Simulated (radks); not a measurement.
The numbers below are computed, except where a source is named.
Question: The table gives one normalised radial function P(r) = r R(r) of Ar3+ in [Ne] 3s2 3p3 (r in bohr). Code: a radial shooting solver on a logarithmic mesh with Libxc functionals. Model: scalar-relativistic Kohn-Sham, r2SCAN, spin-polarised, spherical densities, finite nucleus; open shells are filled with parallel spins first; meta-GGA in the generalised Kohn-Sham scheme; Fermi nuclear charge, rms radius 3.4274 fm.

r	P
0.009067	0.3318
0.01022	0.3656
0.01153	0.4018
0.013	0.4401
0.01454	0.4775
0.01639	0.5190
0.01848	0.5613
0.02083	0.6035
0.0233	0.6421
0.02628	0.6811
0.02963	0.7161
0.0334	0.7451
0.03736	0.7646
0.04212	0.7748
0.0475	0.7711
0.05355	0.7501
0.0599	0.7119
0.06753	0.6480
0.07614	0.5575
0.08585	0.4383
0.09603	0.3000
0.1083	0.1233
0.1221	-0.0809
0.1376	-0.3078
0.154	-0.5333
0.1736	-0.7798
0.1957	-1.0190
0.2207	-1.2368
0.2468	-1.4075
0.2783	-1.5428
0.3138	-1.6178
0.3538	-1.6260
0.3957	-1.5724
0.4461	-1.4544
0.503	-1.2854
0.5672	-1.0822
0.6344	-0.8792
0.7153	-0.6661
0.8064	-0.4745
0.9093	-0.3163
1.017	-0.2025
1.147	-0.1176
1.293	-0.0632
1.458	-0.0307
1.63	-0.0142
1.838	-0.0055
2.073	-0.0019
2.337	-0.0006
2.614	-0.0002
2.947	0.0000
3.323	0.0000
3.747	0.0000
4.191	0.0000
4.725	0.0000

Which n and l does it have? It may be an empty orbital.

Answer: n = 2, l = 0: the number of nodes gives n - l - 1 = 1, the rise at small r (about r^(l+1)) gives l, and the extent must fit the shell. The curve is that of 2s down; the table hardly tells the two spins apart. 2s down: eigenvalue -350.13 eV, 1 radial node at r = 0.117 bohr, <r> = 0.412 bohr, 90 % of the charge inside 0.642 bohr.
